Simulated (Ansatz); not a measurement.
`[GeH3][CH]1N=CO1` + `C[NH][InH2]` → `C[N]([GeH3])[InH2]` + `C1=NCO1`  (ligand exchange at a Ge–C bond)

Computed with Ansatz on PBE0-D4/def2-TZVP structures; ΔE is electronic, products minus reactants. CBS: MP2 limit from def2 TZ/QZ plus the TZ coupled-cluster correction, frozen cores. Functionals use def2-TZVPP. B3LYP here is the variant with VWN-RPA as its local correlation; programs differ in this. def2 core potentials past Kr. For Ge, In outer-core shells are correlated without core-valence functions, which leaves a few kJ/mol of doubt a bond. Scalar relativity is left out up to krypton.

`[GeH3][CH]1N=CO1`:

```xyz
10

Ge   -1.043    0.846   -0.744
C    -0.209   -0.556    0.370
N     0.894   -1.264   -0.268
C     1.613   -0.695    0.625
O     0.726    0.021    1.355
H    -1.999    1.674    0.128
H    -1.823    0.162   -1.873
H     0.086    1.720   -1.300
H    -0.925   -1.209    0.875
H     2.678   -0.698    0.833
```

`C[NH][InH2]`:

```xyz
9

C     1.055   -0.581    0.581
N     0.352    0.113   -0.470
In   -1.572    0.697   -0.498
H     0.382   -0.769    1.422
H     1.904   -0.005    0.973
H     1.443   -1.557    0.258
H     0.938    0.306   -1.267
H    -2.066    1.502   -1.925
H    -2.435    0.296    0.927
```

`C[N]([GeH3])[InH2]`:

Cartesian coordinates in Å:
```
C -0.385 1.027 -1.028
N -0.106 0.086 0.043
Ge 1.232 -1.117 -0.316
In -1.142 0.136 1.788
H -0.698 0.522 -1.953
H -1.190 1.715 -0.752
H 0.491 1.643 -1.279
H 1.388 -2.025 0.914
H 2.556 -0.374 -0.608
H 0.875 -1.957 -1.564
H -2.322 1.380 1.805
H -0.699 -1.035 2.951
```

`C1=NCO1`:

Cartesian coordinates in Å:
```
C 0.402 -0.861 0.414
N -0.240 -0.787 -0.688
C -0.329 0.633 -0.364
O 0.421 0.412 0.878
H 0.865 -1.685 0.947
H -1.336 0.994 -0.151
H 0.218 1.294 -1.036
```

```csv
level,ΔE (eV)
B3LYP,-0.21
SCS-MP2/def2-TZVPP,-0.35
```

(1) What does CCSD(T)/CBS give? (An estimate is asked.)

Largest T1 diagnostic among the species: 0.016.

Answers

(1) Ansatz gave: -0.30 eV. The listed levels differ from it by 0.09, -0.05 eV.

From PBE to PBE0 (25 % exact exchange), in def2-TZVPP and without D4, ΔE moves by −0.04 eV. The D4 term adds −0.04 eV with B3LYP and −0.02 eV with PBE0; it sums over pairs of atoms, weighted by their polarisabilities, and B3LYP, whose exchange is more repulsive, gets the larger term.
